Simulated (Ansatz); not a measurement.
Reactions of `[SiH3]C1=CO[SiH2]1`.

Program: Ansatz. Geometries: PBE0-D4/def2-TZVP. ΔE: electronic, gas phase. CCSD(T)/CBS adds triple-zeta CCSD(T) − MP2 to the extrapolated MP2 energy (def2 sets, frozen cores). This one scheme is used for every species, atoms too. No spin–orbit coupling; open shells (•) take unrestricted orbitals. Spin–orbit coupling would lower the free atoms: a little for C, O, Si. Bonds to Se are less sure, by a few kJ/mol each and by 10 to 20 or more in all where they break to atoms, as the def2 sets lack core-valence functions. Scalar relativity is left out up to krypton. Each species was taken in one conformer, which may not be the lowest.

Q: Order these by ΔE at CCSD(T)/CBS, lowest first. (An estimate is asked.)
A. `[SiH3]C1=CO[SiH2]1` → `C1=C[SiH2]O1` + `[SiH2]`
B. `[SiH3]C1=CO[SiH2]1` + H₂ → `C1=C[SiH2]O1` + SiH₄
C. `[SiH3]C1=CO[SiH2]1` + `OC(O)=[Se]` → `OC(=[Se])O[SiH3]` + `C1=C[SiH2]O1`
D. `[SiH3]C1=CO[SiH2]1` → 2 C• + 6 H• + O• + 2 Si•
E. `[SiH3]C1=CO[SiH2]1` + HCl → `ClC1=CO[SiH2]1` + SiH₄
F. `[SiH3]C1=CO[SiH2]1` + `O[Si](O)(O)F` → `O[Si](O)(F)O[SiH3]` + `C1=C[SiH2]O1`

A: F (-81.8 kJ/mol), C (-62.2 kJ/mol), B (+2.8 kJ/mol), E (+94.8 kJ/mol), A (+258.9 kJ/mol), D (+4067.6 kJ/mol).

Largest T1 diagnostic: 0.016, for `OC(=[Se])O[SiH3]`.
